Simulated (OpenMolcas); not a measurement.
Ar II: effect of correlating more closed shells

```
Program             : OpenMolcas
Basis               : ANO-RCC-VQZP [6s5p3d2f1g]
Scalar Hamiltonian  : DKH2, point nucleus
Active space        : 7 electrons in 9 orbitals (RAS2 3s 3p; RAS3 3d, at most 2 electrons)
State averaging     : 2S+1 = 2 odd, 3 roots; 2S+1 = 2 even, 1 root
Spin-orbit coupling : state interaction with AMFI integrals over the reference wave functions, term energies averaged over their components
```

Methods on the same reference wave functions:
A. RASSCF
B. SS-RASPT2, IPEA 0.25 Eh, imaginary shift 0.1 Eh (closed shells correlated: none)
C. SS-RASPT2, IPEA 0.25 Eh, imaginary shift 0.1 Eh (closed shells correlated: 2s 2p)

Energies in cm-1 above 3s2 3p5 2P* 3/2, the measured ground level; measured values from NIST Handbook of Basic Atomic Spectroscopic Data.

| Level | A | B | C | Measured |
| --- | --- | --- | --- | --- |
| 3s2 3p5 2P* 3/2 | 0.0 | 0.0 | 0.0 | 0.0 |
| 3s2 3p5 2P* 1/2 | 1282 | 1282 | 1282 | 1432 |
| 3s 3p6 2S 1/2 | 113760 | 113467 | 113548 | 108722 |

Deviations, from unrounded energies. A percentage is the sum of absolute deviations over the sum of measured energies, with the sign that they share, or ± where signs differ.

| Against measurement | Levels | A | B | C |
| --- | --- | --- | --- | --- |
| mean absolute deviation (cm-1) | 2 | 2600 | 2400 | 2500 |
| fine structure of the ground term (%) | 1 | -10.4 | -10.4 | -10.4 |
| other configurations (%) | 1 | +4.6 | +4.4 | +4.4 |

B, C lie about equally close to measurement and A furthest from it. The largest miss of B in the table is 3s 3p6 2S 1/2, by +4700 cm-1. The ranking rests on the paired levels alone, and a cruder setting can come out closer through cancelling errors.

Between B and C the level of the table that moves most is 3s 3p6 2S 1/2, by 81 cm-1 (lowest in B, highest in C).

The lowest spin-free term lies below A's lowest term by 0.094 hartree in B, 0.160 hartree in C.

What an inner shell adds also hangs on whether the basis holds functions to correlate it.

Active for correlation alone: 3d; no level in the range computed is led by a configuration that fills it, so any true level of that kind is missing. Some terms mix strongly with configurations of 3d, whose occupation reaches 0.33 (3s 3p6 2S). Without dynamic correlation excited terms often stand tens of per cent too high (terms of higher spin than the ground term too low), and those without a measured partner can miss by more than the paired ones (holds for A). Computed and measured levels are paired by configuration, term and J; levels that our copy of the source lacks, or whose pairing is in doubt (as where it misses far off the trend of its configuration), stay unpaired and out of the deviations. Only configurations of the active space appear.

* marks odd parity.
